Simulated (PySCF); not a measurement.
Computed shifts of a molecule C3H4FNSSi, PBE/pcSseg-1 run with PySCF, GIAO, gas phase, equivalent atoms averaged, in ppm (number of nuclei): ¹⁹F: -158.3 (1). ¹³C: 182.2 (1), 143.3 (1), 131.1 (1). ¹⁵N: 378.0 (1). ²⁹Si: -87.9 (1). ¹H: 8.06 (1), 4.83 (3). References: ¹⁹F against CFCl3 (σ = 133.6 ppm); ¹³C against TMS (σ = 182.0 ppm); ³³S against H2S (σ = 706.5 ppm); ¹⁵N against NH3 (σ = 267.0 ppm); ²⁹Si against TMS (σ = 335.4 ppm); ¹H against TMS (σ = 31.49 ppm), references at their B3LYP-D3(BJ)/def2-TZVP geometries, non-relativistic. Geometry: ωB97X-D3(BJ)/def2-SVP. One conformer was computed; it need not be the lowest.

**Question.** Which molecule gave these data?
A) Fc1nc([SiH3])cs1
B) Fc1cnc([SiH3])s1
C) Fc1scnc1[SiH3]
D) Fc1csc([SiH3])n1

**Answer.** C, Fc1scnc1[SiH3]
